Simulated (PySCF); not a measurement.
FeO, neutral, multiplicity 5. Atoms are numbered in the order given.

```xyz
2

Fe     0.0000     0.0000    -0.3789
O      0.0000     0.0000     1.2314
```
Charge 0, spin multiplicity 5.

Geometry: B3LYP-D3(BJ)/def2-TZVPD. The multiplicity is an assumed one; other spin states were not compared.

Method: ωB97X/def2-TZVPD run with PySCF.

Mulliken values depend strongly on the basis, most of all with diffuse functions as here. Atomic charges (e):

| atom | Mulliken | meta-Löwdin | Mulliken spin |
|---|---|---|---|
| Fe1 | 0.84 | ? | 3.45 |
| O2 | -0.84 | ? | 0.55 |

Problem. Complete the blanks. (Estimate from the structure and the level; the computed values follow.)

Solution. 
- Fe1, meta-Löwdin: 0.89
- O2, meta-Löwdin: -0.89
